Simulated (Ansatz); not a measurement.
Consider the ligand exchange at a Mo–N bond: `[NH2][Mo](=[O])(=[O])[Cl]` + H–F → `[O]=[Mo](=[O])([F])[Cl]` + NH₃.

Calculated with Ansatz (gas phase, PBE0-D4/def2-TZVP geometries, no zero-point term in ΔE). CCSD(T)/CBS is the MP2 limit (def2-TZVPP, def2-QZVPP) plus CCSD(T) − MP2 in def2-TZVPP, frozen cores. This one scheme is used for every species. Functionals use def2-TZVPP. Elements past krypton have def2 core potentials. For Mo outer-core shells are correlated without core-valence functions, which leaves a few kJ/mol of doubt a bond. Each species was taken in one conformer, which may not be the lowest.

Q: Is it downhill or uphill in electronic energy at CCSD(T)/CBS, and by how much? (Estimate.)

A: Computed: Downhill: ΔE = -32.8 kJ/mol.

Q: What do these levels give: B97M-V, PBE0-D4, r2SCANh-D4, BHLYP-D4, CCSD/def2-TZVPP, CCSD/CBS(def2)? (Best estimate.)

A: Computed: B97M-V -57.0, PBE0-D4 -38.4, r2SCANh-D4 -46.2, BHLYP-D4 -38.9, CCSD/def2-TZVPP -35.2, CCSD/CBS(def2) -33.8 kJ/mol.

Q: What do rigid-rotor, harmonic-oscillator terms from PBE0-D4/def2-TZVP frequencies (298.15 K, 1 bar) make of the CCSD(T)/CBS value? (Estimate.)

A: Computed: ΔZPE = +4.5 kJ/mol, ΔH = -29.0 kJ/mol, ΔS = 9 J/(mol·K), ΔG = -31.5 kJ/mol.

Largest T1 diagnostic among the species: 0.024, so the coupled-cluster value is less sure than usual.

From r2SCAN to r2SCAN0 (25 % exact exchange), in def2-TZVPP and without D4, ΔE moves by +7.6 kJ/mol. The D4 term adds +7.0 kJ/mol with B3LYP and +3.8 kJ/mol with PBE0; it sums over pairs of atoms, weighted by their polarisabilities, and B3LYP, whose exchange is more repulsive, gets the larger term. Leaving LDA and LC-ωPBE aside and taking each functional with its dispersion term where it has one, the values, not all of them listed here, spread over 19.7 kJ/mol, from B97M-V to PBE-QIDH. LDA lies +12.3 kJ/mol from PBE without D4.

B3LYP here is the variant with VWN-RPA as its local correlation; programs differ in this.
